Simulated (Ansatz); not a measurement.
The first iterations of a band of AlH$_{6}$NOSi (10 atoms, charge 0, multiplicity 1).

Level of theory: Ansatz 0.2.0, RKS B3LYP/def2-SVP.

| Property | Result |
| --- | --- |
| movable images | 7 |
| climbing image | yes |
| spring | 20.0 eV/Å² |
| optimiser | quadratic models (default) |
| start path | through a guess of the saddle point |
| force threshold | 0.05 eV/Å |
| iteration limit | 60 |
| end points | relaxed |

First end point:

```xyz
10
Properties=species:S:1:pos:R:3
Al 0.159 0.115 -0.253
O -0.079 -0.235 1.398
Si -0.272 -0.582 2.996
H -1.385 -1.561 3.189
H 0.975 -1.176 3.565
H -0.597 0.657 3.765
H 1.599 0.427 -0.803
N -1.235 0.122 -1.342
H -2.197 -0.067 -1.079
H -1.180 0.319 -2.337
```

Last end point:

```xyz
10
Properties=species:S:1:pos:R:3
Al 0.366 0.296 -1.140
O 0.961 -0.071 0.673
Si -0.455 -0.413 1.785
H -1.116 -1.757 1.789
H 0.557 -0.637 2.908
H -1.250 0.696 2.403
H 1.842 -0.127 1.073
N -1.297 -0.003 -0.045
H -1.921 0.808 0.010
H -1.898 -0.773 -0.358
```

| iteration | highest image above the first end (eV) | largest band force component (eV/Å) |
| --- | --- | --- |
| 1 | 24.874 | 91.162 |
| 2 | 7.805 | 18.834 |
| 3 | 5.312 | 11.528 |
| 4 | 3.457 | 4.496 |
| 5 | 3.208 | 1.350 |
| 6 | 3.031 | 2.733 |
| 7 | 3.193 | 0.599 |
| 8 | 3.411 | 0.524 |
| 9 | 3.492 | 0.979 |
| 10 | 3.302 | 1.087 |
| 11 | 3.190 | 0.714 |

Does the band converge within its limit, and where does its top end?

It converged. It ended after 34 iterations with the highest image 3.202 eV above the first end. Neighbouring images differ by up to 2.7 eV, so the band resolves the path poorly. Another band between the same ends (7 images) ends at a top of the same energy, where a vibrational analysis finds 1 clearly imaginary mode. The orbitals stay closed-shell, which can raise the energy where a bond breaks towards radicals; this wasn't checked here.

The run took 13 min on 2 threads of Arm Neoverse N1 (shared host), peak memory 0.2 GiB.
